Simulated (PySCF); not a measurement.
## Molecular orbitals of AlSn

TPSSh at R = 2.668 Å; Al cc-pV(D+d)Z, Sn cc-pVDZ-PP with ECP28; scalar-relativistic core potentials (PySCF 2.14). State: ⁴Σ⁻ (quartet), unpaired electrons σ ↑, π ↑↑. Only the outer orbitals are listed, counted within each symmetry, core potentials removing the inner ones.

```tsv
spin	orbital	occ.	ε (eV)	on Al (%)	main shells (%)
α	7σ	1	-12.27	20	78 Sn s, 16 Al s
α	8σ	1	-8.49	70	70 Al s, 17 Sn s, 12 Sn p
α	9σ	1	-5.04	51	47 Sn p, 42 Al p, 9 Al s
α	4π	1	-4.93	29	70 Sn p, 27 Al p
α	4π	1	-4.93	29	70 Sn p, 27 Al p
α	5π	0	-2.11	72	71 Al p, 27 Sn p
α	5π	0	-2.11	72	71 Al p, 27 Sn p
α	10σ	0	0.24	72	63 Al p, 34 Sn p
β	7σ	1	-10.63	26	73 Sn s, 20 Al s
β	8σ	1	-7.19	69	68 Al s, 20 Sn s, 10 Sn p
β	9σ	0	-3.05	51	46 Sn p, 42 Al p, 9 Al s
β	4π	0	-3.04	44	56 Sn p, 43 Al p
β	4π	0	-3.04	44	56 Sn p, 43 Al p
```

Problem. Which are the highest filled and the lowest empty level, where do they sit, and how wide is the gap?

Solution. Highest filled α 4π at -4.93 eV (in %: 70 Sn p, 27 Al p); lowest empty β 9σ at -3.05 eV (in %: 46 Sn p, 42 Al p, 9 Al s); the gap at TPSSh is 1.88 eV.

The bond order (Mayer) is 1.57 and the ⟨S²⟩ is 3.753. The charge on Al (Mulliken, basis-dependent) is 0.06, the charge on Al (Löwdin, basis-dependent) is 0.06 and the dipole moment (positive dipole means Al(−)Sn(+)) is -0.68 D.

Spin–orbit coupling is left out. The state was picked by a PBE0 search and need not be the measured ground state.
